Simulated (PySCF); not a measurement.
Field gradients from PBE0/pcSseg-1 densities (PySCF, non-relativistic) at GFN2-xTB geometries, isolated species, one conformer each; χzz is the principal value of largest magnitude, with Q(14N) = 0.02044 b, Q(17O) = −0.0256 b, Q(35Cl) = −0.0817 b. Where η is near 1, a small change in the tensor can flip the sign of χzz. GFN2-xTB bond lengths can be off by several hundredths of an ångström, more for odd bonds, and the gradients follow them. With a basis this small, the couplings can be 20 % off.

Question: Rank these 14N sites by the size of the quadrupole coupling, smallest first.
A. N7 (pyrrole-type nitrogen) in `[SiH3:1][CH2:2][c:3]1[cH:4][n:5][cH:6][n:7]1[SiH3:8]`
B. N3 (silicon-bound nitrogen) in `[CH3:1][SiH2:2][NH:3][CH2:4][CH2:5][SiH2:6][C:7]#[N:8]`
C. The pyridine-type nitrogen of `C[C@@H]1[SiH2]Oc2conc21`
D. The nitrile nitrogen of `CO[C@@H](C#N)[SiH2]C=C=O`
E. N10 (cyano nitrogen) in `[CH3:1][C:2]#[C:3][SiH2:4][NH:5][CH2:6][CH2:7][SiH2:8][C:9]#[N:10]`

Answer: A (2.051 MHz), D (4.719 MHz), B (5.238 MHz), E (5.498 MHz), C (5.719 MHz).

Question: Rank these 17O sites by the size of the quadrupole coupling, smallest first.
A. O7 (ring oxygen) in `[CH3:1][C@@H:2]1[SiH2:3][O:4][c:5]2[cH:6][o:7][n:8][c:9]21`
B. O2 (ether oxygen) in `[CH3:1][O:2][C@@H:3]([C:4]#[N:5])[SiH2:6][CH:7]=[C:8]=[O:9]`
C. O7 (ester single-bonded oxygen) in `[CH3:1][SiH2:2]/[CH:3]=[C:4](\[C:5]#[N:6])[O:7][CH:8]=[O:9]`

Answer: C (10.13 MHz), A (11.27 MHz), B (12.49 MHz).

Q: These 35Cl couplings (χzz in MHz, η) are listed in rising order: (-73.16, 0.11); (-41.98, 0.01); (-39.66, 0.10). Assign them to: the vinyl chlorine of `N#C[C@@]1([SiH3])C=C(Cl)C1`; the silicon-bound chlorine of `Cl[SiH2][SiH]1CC=CC1`; the silicon-bound chlorine of `CC[Si@@H](Cl)SCS[SiH3]`.

A: -73.16 MHz, η 0.11: the vinyl chlorine of `N#C[C@@]1([SiH3])C=C(Cl)C1`; -41.98 MHz, η 0.01: the silicon-bound chlorine of `Cl[SiH2][SiH]1CC=CC1`; -39.66 MHz, η 0.10: the silicon-bound chlorine of `CC[Si@@H](Cl)SCS[SiH3]`.

All sites together:

| nucleus | site | Vzz (au) | η | χzz (MHz) |
| --- | --- | --- | --- | --- |
| 14N | the nitrile nitrogen of CO[C@@H](C#N)[SiH2]C=C=O | -0.983 | 0.24 | -4.719 |
| 14N | N7 (pyrrole-type nitrogen) in [SiH3:1][CH2:2][c:3]1[cH:4][n:5][cH:6][n:7]1[SiH3:8] | -0.427 | 0.65 | -2.051 |
| 14N | N3 (silicon-bound nitrogen) in [CH3:1][SiH2:2][NH:3][CH2:4][CH2:5][SiH2:6][C:7]#[N:8] | -1.091 | 0.34 | -5.238 |
| 14N | N10 (cyano nitrogen) in [CH3:1][C:2]#[C:3][SiH2:4][NH:5][CH2:6][CH2:7][SiH2:8][C:9]#[N:10] | -1.145 | 0.01 | -5.498 |
| 14N | the pyridine-type nitrogen of C[C@@H]1[SiH2]Oc2conc21 | -1.191 | 0.98 | -5.719 |
| 17O | O7 (ester single-bonded oxygen) in [CH3:1][SiH2:2]/[CH:3]=[C:4](\[C:5]#[N:6])[O:7][CH:8]=[O:9] | 1.685 | 0.23 | -10.13 |
| 17O | O7 (ring oxygen) in [CH3:1][C@@H:2]1[SiH2:3][O:4][c:5]2[cH:6][o:7][n:8][c:9]21 | 1.874 | 0.28 | -11.27 |
| 17O | O2 (ether oxygen) in [CH3:1][O:2][C@@H:3]([C:4]#[N:5])[SiH2:6][CH:7]=[C:8]=[O:9] | 2.076 | 0.98 | -12.49 |
| 35Cl | the vinyl chlorine of N#C[C@@]1([SiH3])C=C(Cl)C1 | 3.811 | 0.11 | -73.16 |
| 35Cl | the silicon-bound chlorine of Cl[SiH2][SiH]1CC=CC1 | 2.187 | 0.01 | -41.98 |
| 35Cl | the silicon-bound chlorine of CC[Si@@H](Cl)SCS[SiH3] | 2.066 | 0.10 | -39.66 |
